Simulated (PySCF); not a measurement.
Job for PySCF: R-B3LYP/3-21G on H2O (SMILES O).

```python
from pyscf import gto, scf, dft, mp
from pyscf.data.elements import chemcore

mol = gto.M(
    atom='''
    O    -0.32912048    0.46415497    0.02710747
    H    -0.71488718   -0.33334068   -0.35451210
    H     0.54676287    0.55023295   -0.36768104
    ''',
    basis='3-21g',
    charge=0, spin=0, verbose=3, max_memory=1800)
mf = dft.RKS(mol, xc='b3lyp')
mf.conv_tol = 1e-8
mf.max_cycle = 100
mf.kernel()
if not mf.converged:
    mf = mf.newton().run(mf.mo_coeff, mf.mo_occ)
```

Output:

```
converged SCF energy = -75.9723699156503
```

The run converged.

Cost: very roughly 0.22 core-seconds.
